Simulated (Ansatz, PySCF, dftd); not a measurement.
Species: BNH₂F, charge 0, doublet. BNH2F (SMILES [NH]BF, doublet).
B3LYP-D3(BJ)/def2-TZVP minimum from Ansatz (a first-principles code):
```xyz
5

B     -0.3380     0.0907    -0.2603
F      0.1698     1.0668     0.4915
H     -1.2966     0.3183    -0.9451
N      0.1203    -1.2294    -0.1846
H      0.6159    -1.7671    -0.8846
```
Charge 0, spin multiplicity 2.

Quantity: enthalpy of formation at 298 K (by atomisation, with ideal-gas terms from PySCF's Hessian at B3LYP-D3(BJ)/def2-TZVP and the atoms' measured values of the G2/97 table; no spin-orbit terms), in kJ/mol. Radicals and triplets start from unrestricted determinants; spin-orbit coupling is neglected. Correlated methods leave the cores frozen. Rows without X2C or -DK are non-relativistic. CBS(X,Y): correlation extrapolated as X^-3, Hartree-Fock from the larger set. A bracket is a step between two methods taken in the basis named. The functionals are non-relativistic, so their misses hold any scalar relativity. '+ core + X2C': CCSD(T) terms for core correlation (cc-pwCVTZ) and scalar relativity (cc-pVTZ-DK). For partners of very few electrons the exact lower level stands in for a higher one.

```
level                                                                            program  enthalpy of formation at 298 K (kJ/mol)  difference against the last row
------------------------------------------------------------------------  --------------  ---------------------------------------  -------------------------------
B3LYP/def2-TZVPD                                                                  Ansatz                                   -218.1                            -20.2
r2SCANh/def2-TZVPD                                                                Ansatz                                   -203.3                             -5.4
CAM-B3LYP-D4/def2-TZVPD                                                   Ansatz + dftd4                                   -235.2                            -37.3
wB97X-V/def2-TZVPD                                                                Ansatz                                   -207.7                             -9.8
CCSDT(Q)/cc-pVDZ                                                                  Ansatz                                    -19.6                            178.3
CCSD(T)/CBS(cc-pVTZ,cc-pVQZ) + [CCSDT(Q) - CCSD(T)]/cc-pVDZ + core + X2C          Ansatz                                   -197.9                              0.0
```
